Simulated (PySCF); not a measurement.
# Potential energy of SnBr⁺ along the bond

Set-up: PySCF, scalar-relativistic core potentials, basis sets Sn def2-SVP with ECP28, Br def2-SVP. Energies in eV from Sn⁺ + Br in their ground configurations at the same level. State: ¹Σ⁺ (singlet), closed shell.

| R (Å) | PBE0 |
| --- | --- |
| 2.091 | -2.432 |
| 2.188 | -3.215 |
| 2.285 | -3.639 |
| 2.358 | -3.786 |
| 2.431 | -3.825 |
| 2.504 | -3.781 |
| 2.601 | -3.630 |
| 2.723 | -3.342 |
| 2.869 | -2.914 |
| 3.063 | -2.296 |

Q: Put a parabola through the three lowest points of the PBE0 curve and estimate Re, k and ωe (reduced mass 47.59 u; 1 eV/Å² = 0.16022 mdyn/Å; ωe = 1302.8·√(k/μ) cm⁻¹).

A: Through R = 2.358, 2.431, 2.504 Å the second-order coefficient is 7.79 eV/Å², so Re ≈ 2.429 Å, k ≈ 2.50 mdyn/Å and ωe ≈ 298 cm⁻¹. A polynomial fit of higher order to the unrounded PBE0 energies gives Re = 2.425 Å, k = 2.52 mdyn/Å, ωe = 300 cm⁻¹; anharmonicity and rounding make the difference.

The higher-order fit for each curve: PBE0: Re = 2.425 Å, ωe = 300 cm⁻¹, De = 3.83 eV.

Spin–orbit coupling is left out, which matters for elements this heavy, above all for dissociation energies. For an ion De counts to the pair picked by the measured ionisation energies or electron affinities, which need not be the lowest pair at this level.
